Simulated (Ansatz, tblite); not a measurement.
Removing an electron: the cluster Al2Ni⁻ (the lowest doublet isomer of a short search). Total charge -1; doublet. Geometry: r2SCAN-D4/def2-TZVPD. Ansatz, gas phase; energy differences of separate SCF runs; the oxidised species is a singlet (the triplet lies 0.17 eV higher at PBE0-D4/def2-TZVPD).

```xyz
3

Ni    1.1940   -0.1120    0.2109
Al   -0.3604    0.9740   -0.9573
Al   -0.8336   -0.8620    0.7463
```

The xTB rows come from tblite. The order of the spin states hangs on the level: the quartet lies 0.10 eV below the doublet at PBE0-D4/def2-TZVPD, but 0.73 eV above it at PBE-D4/def2-TZVPD. The doublet is doubtful at PBE0-D4/def2-TZVPD (⟨S²⟩ 1.25, where a pure state has 0.75). The structure comes from a short search, and lower isomers may exist.

```json
{"level": "GFN1-xTB", "−HOMO (eV)": "–", "vertical IE (eV)": "3.47", "−LUMO (eV)": "–", "HOMO–LUMO gap (eV)": "–", "remarks": "–"}
{"level": "GFN2-xTB", "−HOMO (eV)": "–", "vertical IE (eV)": "4.08", "−LUMO (eV)": "–", "HOMO–LUMO gap (eV)": "–", "remarks": "–"}
{"level": "PBE-D4/def2-TZVPD", "−HOMO (eV)": "-0.91", "vertical IE (eV)": "1.22", "−LUMO (eV)": "-1.22", "HOMO–LUMO gap (eV)": "0.31", "remarks": "HOMO above zero (-1 doublet), restricted SCF unstable in HF (singlet)"}
{"level": "r2SCAN-D4/def2-TZVPD", "−HOMO (eV)": "-0.63", "vertical IE (eV)": "1.35", "−LUMO (eV)": "-1.30", "HOMO–LUMO gap (eV)": "0.67", "remarks": "HOMO above zero (-1 doublet), restricted SCF unstable in HF (singlet), spin-contaminated (⟨S²⟩ 0.87) (-1 doublet)"}
```

Run but left out: PBE0-D4/def2-TZVPD (doublet: ⟨S²⟩ 1.25, where a pure state has 0.75).  A HOMO above zero means that the electron is unbound at that level or that self-interaction error raises the level; the energy of removing that electron tells which. HOMO and LUMO are the levels of the spin that leaves or enters (xTB has no such levels and no spin-polarisation term). Other spin states of the ions may lie lower, which would lower the ionisation energy or raise the affinity. Raw xTB energy differences between charge states are shifted by several eV; the methods need an empirical correction for them.
